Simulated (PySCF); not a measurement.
# Worked example: dipole moment from atomic charges

SnHI3, SMILES [SnH]([I])([I])[I]. Atoms are numbered in the order given.

```xyz
5

Sn     0.0000     0.0000     0.6876
I     -2.2066     1.2740    -0.2314
I      0.0000    -2.5480    -0.2314
I      2.2066     1.2740    -0.2314
H      0.0000     0.0000     2.4038
```

Coordinates come from a B3LYP-D3(BJ)/def2-SVP optimisation. The structure was generated by enumeration; whether it is a known compound was not checked. The def2 effective core potentials stand for the cores of I, Sn; spin–orbit coupling is left out.

Charges (e) from M06-2X/def2-TZVP run with PySCF:

```
atom  Mulliken  ESP fit
----  --------  -------
Sn1      0.675   -0.114
I2      -0.234   -0.008
I3      -0.234   -0.007
I4      -0.234   -0.008
H5       0.028    0.137
```

The dipole moment of the full density is 1.21 D.

### Question
What dipole moment does each set of point charges give, and which comes closer to that of the density?

### Answer

μ = Σ q r, and 1 e Å = 4.8032 D.
Mulliken: Σ q r = (0.000, 0.000, 0.694) e Å, |μ| = 3.33 D.
ESP fit: Σ q r = (0.000, -0.003, 0.256) e Å, |μ| = 1.23 D.
ESP fit comes closer in size. Point charges leave out the atoms' own dipoles (lone pairs, polarised bonds); fits to the potential absorb them, partitions of the density don't.
